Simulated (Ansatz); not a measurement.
Basis-set extrapolation for C3H10OSi, SMILES `CCOC[SiH3]` (PBE0-D4/def2-TZVP geometry, frozen core, the Gaussian-basis code of Ansatz). Multiplicity 1, RHF reference.

```tsv
	def2-TZVPP	def2-QZVPP
HF	-483.285358	-483.303787
MP2 correlation	-0.892883	-0.954291
CCSD(T) correlation	-0.987477	not run
```

Energies in hartree. Use E(X) = E(∞) + A·exp(−7.88·√X) for Hartree–Fock and E(X) = E(∞) + B·X^(−2.97) for correlation, with X = 3 and 4, and add CCSD(T) minus MP2 of the smaller set to the MP2 limit.

**Question.** What is the CCSD(T) energy at the basis-set limit?

**Answer.** HF limit: -483.303787 + (-0.018429) × 0.13774 = -483.30633. MP2 limit: -0.954291 + (-0.061408) × 0.74074 = -0.99978. Higher-order term: -0.987477 − (-0.892883) = -0.09459. Total: -484.40070 hartree, 335.7 kJ/mol below CCSD(T)/def2-TZVPP.
